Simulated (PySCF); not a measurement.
**Radial density of Ti³⁺ (titanium, charge +3)**

LC-wPBE, [Ar] 3d1, 2D determinant. All numbers are calculated (PySCF 2.14, the spin-free X2C one-electron Hamiltonian (Gaussian nucleus), in x2c-QZVPPall).

| r (bohr) | 4πr²ρ (e/bohr) | 4πr²(ρα − ρβ) |
| --- | --- | --- |
| 0.00112 | 0.1421 | 0.0000 |
| 0.00189 | 0.3697 | 0.0000 |
| 0.00318 | 0.9411 | 0.0000 |
| 0.00534 | 2.313 | -0.0001 |
| 0.00899 | 5.359 | -0.0001 |
| 0.0151 | 11.20 | -0.0003 |
| 0.0254 | 19.66 | -0.0005 |
| 0.0428 | 25.93 | -0.0008 |
| 0.0719 | 23.10 | -0.0012 |
| 0.121 | 19.88 | 0.0000 |
| 0.203 | 27.57 | 0.0254 |
| 0.342 | 19.28 | 0.1657 |
| 0.576 | 7.729 | 0.5317 |
| 0.968 | 9.705 | 0.7775 |
| 1.63 | 2.636 | 0.4010 |
| 2.74 | 0.1000 | 0.0525 |
| 4.61 | 0.0007190 | 0.0005 |

Densities and radii are taken from the X2C orbitals without a picture-change correction, which distorts them close to the nucleus.
